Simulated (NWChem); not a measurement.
C₃H₃F; SMILES C=C=CF

Problem. Give the equilibrium geometry at PBE-D3(BJ)/def2-SVP (NWChem) as an XYZ file, with the point group.

Solution. point group Cs; any orientation.
```
7

C      0.2308     1.8754     0.0000
C     -0.1121     0.6044     0.0000
C     -0.5017    -0.6559     0.0000
F      0.3549    -1.7007     0.0000
H      0.3836     2.4351    -0.9409
H      0.3836     2.4351     0.9409
H     -1.5608    -0.9674     0.0000
```
